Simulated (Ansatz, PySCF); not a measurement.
System: C2H6FSi (charge 0, doublet). It need not be the lowest isomer of its formula. SMILES: F[Si](C)C
Geometry: optimised at B3LYP-D3(BJ)/def2-TZVP (Ansatz, a quantum-chemistry and plane-wave program).

Property: atomisation energy (electronic, to ground-state atoms), in kJ/mol. Cores are frozen in the correlated levels unless marked. Open shells are spin-unrestricted. Spin-orbit coupling is left out. Non-relativistic. The coupled-cluster limit lacks core correlation, which all-electron functionals hold. CBS marks a two-point X^-3 extrapolation of the correlation energy; Hartree-Fock from the larger set. [CCSD(T)-MP2]/basis is that difference in the basis named.

```json
[
 {"level": "HF/def2-TZVPD", "program": "PySCF", "atomisation energy (kJ/mol)": "2858.9", "minus last row": "-886.3"},
 {"level": "PBE-D4/def2-TZVPD", "program": "Ansatz + dftd4", "atomisation energy (kJ/mol)": "3788.6", "minus last row": "43.4"},
 {"level": "revPBE/def2-TZVPD", "program": "Ansatz", "atomisation energy (kJ/mol)": "3657.0", "minus last row": "-88.2"},
 {"level": "r2SCAN-D4/def2-TZVPD", "program": "Ansatz + dftd4", "atomisation energy (kJ/mol)": "3760.4", "minus last row": "15.2"},
 {"level": "B97M-V/def2-TZVPD", "program": "Ansatz", "atomisation energy (kJ/mol)": "3745.0", "minus last row": "-0.2"},
 {"level": "PBE0/def2-TZVP", "program": "Ansatz", "atomisation energy (kJ/mol)": "3727.8", "minus last row": "-17.4"},
 {"level": "HSE06/def2-TZVPD", "program": "Ansatz", "atomisation energy (kJ/mol)": "3732.5", "minus last row": "-12.7"},
 {"level": "MP2/cc-pV(T+d)Z", "program": "Ansatz", "atomisation energy (kJ/mol)": "3698.5", "minus last row": "-46.7"},
 {"level": "CCSD/6-31G*", "program": "Ansatz", "atomisation energy (kJ/mol)": "3379.1", "minus last row": "-366.1"},
 {"level": "RI-MP2/CBS(cc-pV(T+d)Z,cc-pV(Q+d)Z)+[CCSD(T)-MP2]/cc-pV(T+d)Z", "program": "Ansatz", "atomisation energy (kJ/mol)": "3745.2", "minus last row": "0.0"}
]
```
